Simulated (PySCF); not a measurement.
PBE on K- (potassium, charge -1), [Ar] 4s2, closed-shell 1S. All numbers are calculated (PySCF 2.14, the non-relativistic Hamiltonian (point nucleus), in def2-QZVPPD (11s6p4d3f, 70 functions)).

```
cycle= 1 E= -599.721444945967  delta_E= -0.00617  |g|= 0.0207  |ddm|= 1.03
cycle= 2 E= -599.721601284753  delta_E= -0.000156  |g|= 0.0109  |ddm|= 0.293
cycle= 3 E= -599.721700855342  delta_E= -9.96e-05  |g|= 0.00346  |ddm|= 0.127
cycle= 4 E= -599.721706277841  delta_E= -5.42e-06  |g|= 0.000137  |ddm|= 0.00974
cycle= 5 E= -599.721706326153  delta_E= -4.83e-08  |g|= 5.19e-06  |ddm|= 0.00266
cycle= 6 E= -599.721706326265  delta_E= -1.12e-10  |g|= 3.36e-07  |ddm|= 0.000449
converged SCF energy = -599.721706326265  <S^2> = -2.4868996e-14  2S+1 = 1
```

Highest occupied orbital energy: 0.925 eV; ⟨L²⟩ = 0.00; populations by l: s 8.00, p 12.00, d 0.00, f 0.00.

**Question.** Can this result be used?

**Answer.** With care. The run converged. At PBE the highest occupied level has a positive energy, so only the finite basis holds that electron; in a semilocal or global hybrid functional this comes from self-interaction and does not mean that the real anion is unbound.
